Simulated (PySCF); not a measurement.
# Reading the logs of faulty runs: B2H4OSi

All numbers below are calculated, not measured. The program is PySCF 2.14.0, an open-source quantum chemistry code, run on an isolated molecule that a program drew, which may never have been made. The molecule is B2H4OSi (charge 0, singlet), drawn as the SMILES string `BO[Si]B`.

Each row is a Hartree-Fock (HF) and frozen-core CCSD(T) single point in the cc-pV(D+d)Z basis, meant for a local HF minimum. Run 1 is clean. Each other run has one planted mistake out of seven kinds, and not every kind appears here: one electron removed, one electron added, multiplicity raised by two, geometry at a saddle point, minimal basis STO-3G, one bond length entered in bohr, all coordinates scaled. The reference is restricted for singlets and unrestricted otherwise, and also for a bond in bohr. Adding or removing an electron swaps singlet and doublet. Electrons count all cores. HOMO and LUMO are orbital energies over both spins, the gradient is its largest component, and the lowest frequency (negative if imaginary) is given only where the gradient is small. Bond lengths are over the 7 bonds as drawn. T1 is the CCSD diagnostic: over 0.02 (restricted) or 0.045 (unrestricted) a single reference is doubtful.

Geometry of the clean run:
```xyz
8
B2H4OSi, angstrom
B     0.2587   -2.1617    1.0356
O     0.7521   -0.9143    1.0714
Si    1.3694    0.5851    1.4414
B     1.5416    1.2172   -0.5159
H    -0.9329   -2.3248    1.0502
H     1.0165   -3.0940    0.9757
H     2.5462    1.0338   -1.1538
H     0.6476    1.7983   -1.0751
```

```
run,electrons,basis functions,<S^2>,HOMO (eV),LUMO (eV),gradient (hartree/bohr),lowest frequency (cm^-1),mean bond (Å),longest bond (Å),T1,HF (hartree),CCSD(T) (hartree),mistake
1,36,85,0.000,-8.37,1.23,3.8e-05,77,1.4118,2.064,0.0192,-415.48470,-415.97229,no fault
2,36,85,2.040,-6.82,-0.20,3.3e-02,-,1.4118,2.064,0.0243,-415.41969,-415.90019,multiplicity raised by two
3,35,85,0.781,-16.56,-6.33,8.7e-02,-,1.4118,2.064,0.0236,-415.21564,-415.67232,one electron removed
4,37,85,1.101,-0.64,6.55,5.5e-02,-,1.4118,2.064,0.0600,-415.46905,-415.97789,?
5,36,85,0.000,-8.29,1.38,2.2e-02,-,1.3737,2.008,0.0186,-415.47929,-415.96350,?
```

**Which mistake was planted in run 4, and what did it cost?**

It counts 37 electrons, one more than the clean run, at the same geometry and basis. So the mistake is: one electron added. Subtracting run 1 and multiplying by 627.51 kcal/mol a hartree, the energy moved by 9.8 kcal/mol in HF and -3.5 kcal/mol in CCSD(T).

**Which mistake was planted in run 5, and what did it cost?**

The mean and the longest bond both change by the same factor, 0.973, and the gradient is no longer small. So the mistake is: all coordinates scaled. Subtracting run 1 and multiplying by 627.51 kcal/mol a hartree, the energy moved by 3.4 kcal/mol in HF and 5.5 kcal/mol in CCSD(T).

Cautions from the logs. Run 4: T1 is over the limit, so its CCSD(T) energy is less reliable.
